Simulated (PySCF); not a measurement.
Ground-state electric properties of a mixed set of molecules.

All values: CAM-B3LYP/def2-SVPD (PySCF) at PBE0-D3(BJ)/def2-SVP geometries, gas phase, one conformer each. Core orbitals are frozen in the response; Δα² is half the sum of the squared differences of the principal polarisabilities. The calculation is non-relativistic, for gallium and germanium too.

(1) Rank by vertical ionisation energy (ΔSCF), lowest first.
A. `C=[C](C)[GeH2][SiH3]`
B. `C=C[Si@H](C)[GeH3]`
C. `O=C1OB(F)OC1=O`
D. `C=[CH][GeH2][CH2][SiH3]`
E. `CN([SiH3])CC(C)(C)C`
F. `Clc1cccc(c1)B(F)F`

(2) Rank by dipole moment, highest first.
A. `[CH2:1]=[C:2]([CH3:3])[GeH2:4][SiH3:5]` with C1–C2–Ge4–Si5 -115°
B. `O=C1OB(F)OC1=O`
C. `[CH2:1]=[C:2]1[CH2:3][C@H:4]1[O:5][GeH3:6]` with C3–C4–O5–Ge6 116°
D. `[O:1]=[S:2](=[O:3])([OH:4])[CH2:5][C:6]#[N+:7][GaH3-:8]` with O1–S2–O4–H 77°, O1–S2–C5–C6 -65°

(3) Rank by HOMO energy, lowest first.
A. `CC(CN([SiH3])C)(C)C`
B. `C=C1C[C@H]1[O][GeH3]`
C. `O=C1OB(F)OC1=O`
D. `C=C[Si@H](C)[GeH3]`
E. `C=C[SiH2][CH2][GeH3]`
F. `C=[C](C)[GeH2][SiH3]`

Results:

(1) E (8.10 eV), A (9.28 eV), F (9.45 eV), B (9.80 eV), D (10.03 eV), C (11.92 eV).

(2) D (8.44 D), B (2.10 D), C (1.07 D), A (0.60 D).

(3) C (-10.82 eV), E (-9.24 eV), D (-9.08 eV), B (-8.86 eV), F (-8.62 eV), A (-7.60 eV).

All values together:

| SMILES | formula | μ (D) | HOMO (eV) | LUMO (eV) | α (Å³) | Δα (Å³) | electrons | α per electron (Å³) | ΔSCF removal energy (eV) |
| --- | --- | --- | --- | --- | --- | --- | --- | --- | --- |
| FB(F)c1cccc(Cl)c1 | C6H4BClF2 | 2.09 | -8.75 | -0.78 | 14.12 | 8.96 | 80 | 0.176 | 9.45 |
| C=[CH][GeH2][CH2][SiH3] | C3H10GeSi | 1.20 | -9.23 | 0.78 | 14.22 | 4.87 | 74 | 0.192 | 10.03 |
| C=C[SiH2][CH2][GeH3] | C3H10GeSi | 1.17 | -9.24 | 0.69 | 14.24 | 5.05 | 74 | 0.192 | 10.06 |
| O=S(=O)(O)CC#[N+][GaH3-] | C2H6GaNO3S | 8.44 | -8.85 | -0.75 | 14.36 | 5.49 | 96 | 0.150 | 9.87 |
| C=[C](C)[GeH2][SiH3] | C3H10GeSi | 0.60 | -8.62 | 0.82 | 14.99 | 4.44 | 74 | 0.203 | 9.28 |
| O=C1OB(F)OC1=O | C2BFO4 | 2.10 | -10.82 | -2.09 | 6.59 | 3.71 | 58 | 0.114 | 11.92 |
| CN([SiH3])CC(C)(C)C | C6H17NSi | 0.97 | -7.60 | 1.12 | 16.14 | 2.79 | 74 | 0.218 | 8.10 |
| C=C1C[C@H]1[O][GeH3] | C4H8GeO | 1.07 | -8.86 | 0.60 | 11.98 | 2.99 | 72 | 0.166 | 9.59 |
| C=C[Si@H](C)[GeH3] | C3H10GeSi | 1.09 | -9.08 | 0.58 | 14.64 | 3.76 | 74 | 0.198 | 9.80 |

Conformers: `[CH2:1]=[CH:2][GeH2:3][CH2:4][SiH3:5]` with C1–C2–Ge3–C4 3°, C2–Ge3–C4–Si5 179°; `[CH2:1]=[CH:2][SiH2:3][CH2:4][GeH3:5]` with C1–C2–Si3–C4 -3°, C2–Si3–C4–Ge5 -177°; `[O:1]=[S:2](=[O:3])([OH:4])[CH2:5][C:6]#[N+:7][GaH3-:8]` with O1–S2–O4–H 77°, O1–S2–C5–C6 -65°; `[CH2:1]=[C:2]([CH3:3])[GeH2:4][SiH3:5]` with C1–C2–Ge4–Si5 -115°; `[CH3:1][N:2]([SiH3:3])[CH2:4][C:5]([CH3:6])([CH3:7])[CH3:8]` with C1–N2–C4–C5 92°; `[CH2:1]=[C:2]1[CH2:3][C@H:4]1[O:5][GeH3:6]` with C3–C4–O5–Ge6 116°; `[CH2:1]=[CH:2][Si@H:3]([CH3:4])[GeH3:5]` with C1–C2–Si3–C4 124°.

By how much does the ΔSCF value exceed −ε(HOMO) over the species that have both?

By 0.50 to 1.10 eV, 0.78 eV on average, over 9 species.
